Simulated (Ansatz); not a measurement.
Reaction (redistribution): `[BH2][Zn][OH]` + `N[Si](F)(F)[SiH3]` → `B[Si](F)(F)[SiH3]` + `[NH2][Zn][OH]`

Isolated molecules relaxed with PBE0-D4/def2-TZVP in Ansatz; ΔE leaves out vibrations. CCSD(T)/CBS is the MP2 limit (def2-TZVPP, def2-QZVPP) plus CCSD(T) − MP2 in def2-TZVPP, frozen cores. Functionals use def2-TZVPP. B3LYP here is the variant with VWN-RPA as its local correlation; programs differ in this. For Zn outer-core shells are correlated without core-valence functions, which leaves a few kJ/mol of doubt a bond. Scalar relativity is left out up to krypton. Each species was taken in one conformer, which may not be the lowest.

| level | ΔE (kJ/mol) |
| --- | --- |
| B3LYP-D4 | 87.4 |
| CAM-B3LYP-D4 | 89.7 |
| revPBE | 76.8 |
| RPA@PBE/def2-TZVPP | 76.8 |

What does CCSD(T)/CBS give? (An estimate is asked.)

Computed: +82.6 kJ/mol. The listed levels differ from it by 4.8, 7.1, -5.8, -5.8 kJ/mol.

Largest T1 diagnostic among the species: 0.017.

At CCSD(T), def2-SVP lies +5.5 kJ/mol from the extrapolated value and def2-TZVPP −0.4 kJ/mol. Leaving LDA and LC-ωPBE aside and taking each functional with its dispersion term where it has one, the values, not all of them listed here, spread over 13.2 kJ/mol, from PBE-D4 to ωB97M-V. LDA lies +7.9 kJ/mol from PBE without D4.
